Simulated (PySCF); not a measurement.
Molecule: Methyltrichlorosilane (C[Si](Cl)(Cl)Cl, CH$_{3}$Cl$_{3}$Si).

Mapped SMILES: `[CH3:1][Si:2]([Cl:3])([Cl:4])[Cl:5]`. Each H is labelled by its parent atom.

Geometry PBE0-D3(BJ)/def2-SVP throughout; GIAO in PySCF, gas phase, one conformer, non-relativistic; equivalent atoms averaged; basis pcSseg-2.

Problem. How do the absolute shieldings σ depend on the functional? (ppm; last column core-seconds on 1 thread of an Arm Neoverse V1, shared host; the GGAs took longer than the global hybrids here, which isn't the general rule, and the cause wasn't traced)

Solution. 
```
functional                    kind     C1    Si2  Cl3/Cl4/Cl5  H(C1)  core-s
        HF            Hartree–Fock  183.1  361.7        881.6  30.88      23
       LDA                     LDA  166.6  262.7        733.3  29.86      27
       PBE                     GGA  166.7  289.4        764.3  30.30      34
      BLYP                     GGA  162.2  276.4        758.8  30.50      34
      BP86                     GGA  166.5  287.8        763.8  30.35      32
      OPBE                     GGA  173.0  326.1        797.2  30.32      34
       KT2                     GGA  169.3  318.0        774.8  30.29      34
       KT3                     GGA  169.4  330.0        794.5  30.48      34
     B97-D                     GGA  167.3  306.9        783.6  30.52      32
     B3LYP           global hybrid  167.5  291.9        787.3  30.53      25
      PBE0           global hybrid  172.8  308.3        800.8  30.39      24
  mPW1PW91           global hybrid  172.2  307.0        800.9  30.43      29
      WP04           global hybrid  161.0  299.9        800.3  30.72      24
     B97-2           global hybrid  172.5  317.3        808.6  30.51      23
 BHandHLYP           global hybrid  173.8  316.2        824.9  30.61      23
 CAM-B3LYP  range-separated hybrid  171.4  294.4        801.1  30.50      32
   wB97X-D  range-separated hybrid  173.5  306.7        807.6  30.53      32
   LC-wPBE  range-separated hybrid  178.0  310.4        827.5  30.50      38
```

Problem. Which nucleus moves most, in ppm?

Solution. Cl3/Cl4/Cl5 (chlorine bonded to Si): from 733.3 ppm with LDA to 881.6 ppm with HF. The smallest spread is 1.02 ppm, at H(C1). Proton shifts span only some 12 ppm, so a few tenths of a ppm matter as much there as several ppm in carbon.
